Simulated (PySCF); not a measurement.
# Relaxation of singlet HTaO₂

These are results of PBE0/[Ta def2-TZVP with ECP60, O def2-TZVP, H def2-TZVP], scalar-relativistic core potentials, density fitting, no spin–orbit coupling, PySCF, not measurements. A (50,194) grid was used.

A start displaced from a saddle point along its imaginary mode, of Cs symmetry, held to at least that symmetry:

Coordinates in bohr (charge 0 multiplicity 1):
```
Ta    0.2237    0.0037   -0.1244
O    -0.0507   -0.0139    3.1336
O    -2.6891   -0.0139   -1.6096
H     3.3197   -0.2268   -1.8466
```

(1) What does it relax to?

(2) How much energy is released, and in how many steps?

## Answers

(1) It ends at Cs with Ta–H 1.779 Å, Ta–O 1.722 Å (×2); H–Ta–O 101.4° (×2), O–Ta–O 105.8°. A frequency run shows a minimum.

(2) 63.2 kJ/mol in 9 steps.

No spin–orbit coupling is included, which matters more the heavier the element.
